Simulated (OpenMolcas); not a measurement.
## Sr+: effect of the active space

```
Program             : OpenMolcas 26.06
Method              : CASSCF
Basis               : ANO-RCC-VTZP
Scalar Hamiltonian  : X2C, point nucleus
Spin-orbit coupling : RASSI with atomic mean-field integrals over the reference wave functions, term energies averaged over their components
```

A. 1 electron in 4 orbitals (5s 5p); 2S+1 = 2 even, 1 root; 2S+1 = 2 odd, 3 roots; cost about 4 core-seconds
B. 1 electron in 8 orbitals (5s 5p 6s 6p); 2S+1 = 2 even, 1 root; 2S+1 = 2 odd, 3 roots; cost of the order of 5 core-seconds
C. 1 electron in 9 orbitals (4d 5s 5p); 2S+1 = 2 even, 6 roots; 2S+1 = 2 odd, 3 roots; cost of the order of 5 core-seconds

Energies in cm⁻¹ above 5s ²S_1/2, the measured ground level; measured values from NIST Handbook of Basic Atomic Spectroscopic Data.

```
     Level      A      B      C  Measured
 5s ²S_1/2    0.0    0.0    0.0       0.0
5p ²P°_1/2  21858  21858  21615     23715
5p ²P°_3/2  22387  22387  22143     24517
```

Deviations, from unrounded energies. A percentage is the sum of absolute deviations over the sum of measured energies, with the sign that they share, or ± where signs differ.

| Against measurement | Levels | A | B | C |
| --- | --- | --- | --- | --- |
| mean absolute deviation (cm-1) | 2 | 2000 | 2000 | 2200 |
| other configurations (%) | 2 | -8.3 | -8.3 | -9.3 |

A, B lie about equally close to measurement and C furthest from it. The largest miss of A in the table is 5p ²P°_3/2, by -2100 cm-1. The ranking rests on the paired levels alone, and a cruder setting can come out closer through cancelling errors.

Among A to C the level of the table that moves most is 5p ²P°_1/2, by 240 cm-1 (lowest in C, highest in A).

ANO sets are built for ground and valence states and can reach diffuse excited orbitals poorly. With one active electron the reference holds no correlation, so core polarisation is missing. With one active electron outside closed inactive shells, the extra shells (6p 6s) add no correlation to the reference (holds for B). Computed and measured levels are paired by configuration, term and J; levels that our copy of the source lacks, or whose pairing is in doubt (as where it misses far off the trend of its configuration), stay unpaired and out of the deviations. Only configurations of the active space appear. The table leaves out levels that lie high or whose names do not pair safely across all columns.

° marks odd parity.
